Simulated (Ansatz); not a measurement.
`C=[C](F)[GeH2][CH3]`, charge 0, multiplicity 1.

**Question.** Give a relaxed structure at PBE0-D4/def2-TZVP (Ansatz 0.2.0). (Estimate.)

**Answer.** Ansatz gave: 
Z-matrix (Å, degrees):
```
Ge
C 1 1.948
C 1 1.958 2 108.9
H 1 1.539 2 111.4 3 -119.3
H 1 1.539 2 111.4 3 119.2
H 2 1.091 1 110.4 3 -60.2
H 2 1.091 1 110.4 3 60.4
H 2 1.091 1 110.0 3 -179.9
F 3 1.351 1 114.1 2 -179.9
C 3 1.322 1 126.8 2 0.1
H 10 1.084 3 121.6 1 -180.0
H 10 1.082 3 119.8 1 -0.0
```
Point group Cs.
This is one stationary point; other conformers may exist.
